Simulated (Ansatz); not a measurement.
Input file for Ansatz (a quantum-chemistry and plane-wave program): R-wB97M-V/def2-TZVPP on Br2, 2S+1 = 1, a spin state set in the input, which need not be the lowest, a point of a bond scan (R = 2.291 Å).

Ansatz 0.2 input:
```yaml
crystal:
  periodic: [false, false, false]
  atoms:
    - {symbol: Br, position_ang: [0.00000000, 0.00000000, 0.00000000]}
    - {symbol: Br, position_ang: [0.00000000, 0.00000000, 2.29055300]}
basis:
  gaussian:
    orbitals: def2-TZVPP
    pivot_positions_ang: [[0.00000000, 0.00000000, 0.00000000], [0.00000000, 0.00000000, 2.29055300]]
hamiltonian:
  xc: {name: wB97M-V}
output: {forces: true, orbitals: {seedname: ./end}}
```

Q: Predict the final total energy.

A: -5148.0140 hartree.

Q: How many basis functions does it have, and what does it roughly cost on one machine?

A: 96 functions; roughly 6 core-seconds.
